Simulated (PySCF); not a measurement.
Cr²⁺: excitation energy

Cr²⁺ [Ar] 3d4 (5D) → Cr²⁺ [Ar] 3d3 4p1 (high-spin determinant), as a difference of total energies. All numbers are calculated (PySCF 2.14, the non-relativistic Hamiltonian (point nucleus), in aug-cc-pVTZ). Correlated levels: valence: [Ar] frozen. The calculations carry no spin-orbit coupling.

```csv
method,excitation energy (eV)
UHF,11.278
LDA,12.108
PBE,11.759
PBE0,11.839
r2SCAN,11.646
LC-wPBE,12.188
M06-2X,11.876
revPBE,11.721
B2PLYP,11.726
MP2 (valence),11.731
SCS-MP2 (valence),11.429
```

How much does correlation contribute at MP2 (valence)?

11.731 − (11.278) = 0.453 eV, measured against UHF.

A first-order spin-orbit estimate (lowest level to lowest level, LS coupling) adds -0.049 eV.

The determinant of the upper state mixes LS terms, which raises its energy above the lowest term, most at the Hartree-Fock and MP2 levels.
